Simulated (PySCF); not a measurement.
OPb, SMILES [O]=[Pb] (connectivity only; charge and spin as stated), neutral, multiplicity 1.

The structure is a stationary point at B3LYP-D3(BJ)/def2-TZVP. The def2 effective core potentials stand for the cores of Pb; spin–orbit coupling is left out.

Two levels are set side by side: PBE/def2-TZVPD (PySCF) and PBE0/def2-TZVPD (PySCF). Same geometry, gas phase. Differences are taken from unrounded values.

| quantity | PBE0 |
|---|---|
| orbital gap (eV) | 5.08 |
| highest occupied level (eV) | -7.38 |
| lowest empty level (eV) | -2.30 |
| dipole moment (D) | 4.91 |
| mean polarisability (bohr³) | 43.6 |

What does PBE give, and how far is it from PBE0? (Estimate from the structure and the level; the computed values follow.)


```
quantity                       PBE  PBE minus PBE0
---------------------------  -----  --------------
orbital gap (eV)              3.24           -1.84
highest occupied level (eV)  -6.21            1.17
lowest empty level (eV)      -2.97           -0.67
dipole moment (D)             4.40           -0.50
mean polarisability (bohr³)   45.7             2.1
```

PBE's occupied levels lie high since its potential decays too fast outside the molecule; exact exchange lowers them and widens the gap. PBE's more diffuse valence density responds more strongly to a field. Differences between two approximate levels are no errors against the true value.

Rough cost on one machine, each run with all the roots and properties that it gave: PBE0 against PBE within a factor of 2.
